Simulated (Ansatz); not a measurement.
```xyz
11

C    -0.0014   -0.2667   -1.2721
C    -0.0077    0.5858   -0.0001
C     0.0003   -0.2661    1.2673
H    -0.0002    0.3698   -2.1646
H     0.8915   -0.9156   -1.3270
H    -0.8826   -0.9111   -1.3124
H    -0.8701    1.2492    0.0036
H     0.8725    1.2545   -0.0008
H    -0.0050    0.3719    2.1827
H    -0.8939   -0.9012    1.3190
H     0.8909   -0.9176    1.3175
```

Basis set: STO-3G (spherical functions). Correlated methods keep 3 orbitals frozen. Charge 0, multiplicity 1.

Computed with Ansatz (development build ahead of 0.2.0); each method stands on the lowest determinant of its kind that the runs found. Restricted open shells among the atoms or ions are ROHF, correlated in semicanonical orbitals with singles.

The atomization energy at this shape (free ground-state atoms in the same class of orbitals less the molecule, no zero-point energy) of singlet C3H8:

```
 method  atomization energy
RHF-MP2            45.88 eV
```

(1) What does RHF give?

Results:

(1) 42.35 eV.

This basis has no polarisation functions and is too small for such energies, which can lie far from measured ones in either direction.
